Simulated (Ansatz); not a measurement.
A nudged elastic band was laid between two geometries of BrH + Cl3H3NOTa (11 atoms, charge 0, multiplicity 1).

Theory: RKS PBE/def2-SVP in Ansatz.

* movable images: 7
* climbing image: yes
* spring: 5.0 eV/Å²
* optimiser: quadratic models (default)
* start path: through a guess of the saddle point
* force threshold: 0.05 eV/Å
* iteration limit: 60
* end points: relaxed

Initial state:

```xyz
11
Properties=species:S:1:pos:R:3
Ta -0.333 -0.430 0.105
O 1.502 -0.138 0.731
H 1.792 0.108 1.630
Cl -0.934 -0.126 2.366
N -0.082 1.094 -1.090
H -0.790 1.441 -1.746
H 0.813 1.603 -1.180
Cl -2.611 -0.484 -0.459
Cl 0.168 -2.459 -0.898
Br 3.461 1.615 -1.120
H 2.737 0.654 -0.271
```

Final state:

```xyz
11
Properties=species:S:1:pos:R:3
Ta -0.190 0.260 0.095
O 2.070 -0.381 0.320
H 2.098 -0.716 1.247
Cl -0.009 -0.448 2.402
N 0.271 0.671 -1.802
H 0.304 -0.035 -2.547
H 0.610 1.576 -2.148
Cl -2.399 0.906 0.207
Cl -0.456 -1.944 -0.650
Br 0.835 2.538 0.598
H 2.589 0.451 0.345
```

What changes between the two ends?

Bonds broken: Br10–H11. Bonds formed: Ta1–Br10, O2–H11. BrH + Cl3H3NOTa becomes BrCl3H4NOTa.

What energy profile does the band end with?

The forces met the threshold. The highest image is number 5 of 0 to 8, 10.3 kcal/mol above the first end and 19.3 kcal/mol above the last; the last end lies 9.0 kcal/mol below the first. A vibrational analysis at the climbing image gives one clearly imaginary mode, 100i cm⁻¹: a first-order saddle point. The orbitals stay closed-shell, which can raise the energy where a bond breaks towards radicals; this wasn't checked here.

```
image  path coordinate (Å)  energy (kcal/mol)  Br10–H11 (Å)  Ta1–Br10 (Å)  O2–H11 (Å)
    0                 0.00                0.0          1.47          4.48        1.78
    1                 0.75                0.4          1.47          4.51        1.77
    2                 1.51                1.2          1.47          4.48        1.77
    3                 2.26                2.3          1.47          4.35        1.78
    4                 3.02                5.2          1.50          4.03        1.63
    5                 3.77               10.3          1.86          3.61        1.11
    6                 4.72                1.5          2.09          2.91        1.02
    7                 5.66               -6.3          2.48          2.62        0.99
    8                 6.61               -9.0          2.74          2.55        0.98
```

What is the geometry of the highest image?


```xyz
11
Properties=species:S:1:pos:R:3
Ta -0.242 -0.218 0.035
O 1.911 -0.434 0.147
H 2.328 -0.900 0.901
Cl -0.140 0.210 2.318
N 0.018 0.972 -1.462
H -0.415 0.896 -2.392
H 0.664 1.789 -1.345
Cl -2.564 -0.099 0.012
Cl -0.258 -2.422 -0.643
Br 2.158 2.466 0.307
H 2.262 0.617 0.189
```

What are the harmonic wavenumbers there?

100i, 39, 74, 91, 128, 142, 158, 196, 208, 275, 335, 366, 376, 382, 392, 423, 575, 636, 685, 705, 912, 1350, 1427, 1676, 3104, 3483, 3691 cm⁻¹.

Run time: 7.3 min on 4 threads of Intel(R) Xeon(R) 6975P-C (Granite Rapids), on a shared host, peak memory 0.34 GiB.
